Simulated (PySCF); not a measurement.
Harmonic spectrum computed at PBE0 in the def2-TZVP basis family (core potentials from Rb on, PySCF, no spin–orbit coupling):

| ω (cm⁻¹) | IR (km/mol) |
| --- | --- |
| 224 | 6.6 |
| 356 | 111 |
| 598 | 73.3 |
| 834 | 46.8 |
| 1047 | 51.0 |
| 3820 | 108 |

**Question.** Which molecule gave it? In each, all ligands are bound to the one heavy central atom.
A. IO(OH) (singlet)
B. InO(OH) (singlet)
C. ZrO(OH) (doublet)
D. ScO(OH) (singlet)
E. HfO(OH) (doublet)

**Answer.** A. It has C1 symmetry with I–O 1.802 Å, I–O 1.959 Å, O–H 0.965 Å.
